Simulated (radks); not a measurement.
The numbers below are computed, except where a source is named.
W V, 70 electrons, occupied as [Xe] 4f14 5d2. Level of theory: scalar-relativistic Kohn-Sham, PBE, spin-polarised, spherical densities, point nucleus; open shells are filled with parallel spins first (spin-orbit coupling, left out, can overturn this in heavy ions) (a radial shooting solver on a logarithmic mesh with Libxc functionals).

Normalised radial functions P(r) = r R(r), r in bohr:

| r | 5s down | 5p up | 5p down |
|---|---|---|---|
| 0.002589 | 0.1271 | 0.0085 | 0.0086 |
| 0.004019 | 0.1613 | 0.0175 | 0.0176 |
| 0.006291 | 0.1882 | 0.0358 | 0.0362 |
| 0.009768 | 0.1851 | 0.0698 | 0.0705 |
| 0.01529 | 0.1179 | 0.1281 | 0.1293 |
| 0.02374 | -0.0360 | 0.2051 | 0.2070 |
| 0.03716 | -0.2355 | 0.2601 | 0.2625 |
| 0.05769 | -0.2827 | 0.1855 | 0.1872 |
| 0.0903 | 0.0376 | -0.1047 | -0.1057 |
| 0.1402 | 0.4225 | -0.3668 | -0.3702 |
| 0.2195 | 0.0566 | -0.0655 | -0.0659 |
| 0.3407 | -0.6201 | 0.5171 | 0.5220 |
| 0.5333 | 0.0131 | 0.1528 | 0.1529 |
| 0.8281 | 1.0761 | -0.8278 | -0.8358 |
| 1.296 | 0.8825 | -0.9728 | -0.9708 |
| 2.012 | 0.2315 | -0.3951 | -0.3899 |
| 3.15 | 0.0155 | -0.0499 | -0.0493 |
| 4.891 | 0.0002 | -0.0013 | -0.0013 |
| 7.655 | 0.0000 | 0.0000 | 0.0000 |

5s down: eigenvalue -121.50 eV, 4 radial nodes at r = 0.0218, 0.0871, 0.226, 0.531 bohr, <r> = 1.06 bohr, 90 % of the charge inside 1.51 bohr. 5p up: eigenvalue -86.277 eV, 3 radial nodes at r = 0.0790, 0.230, 0.571 bohr, <r> = 1.22 bohr, 90 % of the charge inside 1.78 bohr. 5p down: eigenvalue -84.791 eV, 3 radial nodes at r = 0.0790, 0.230, 0.571 bohr, <r> = 1.22 bohr, 90 % of the charge inside 1.77 bohr.
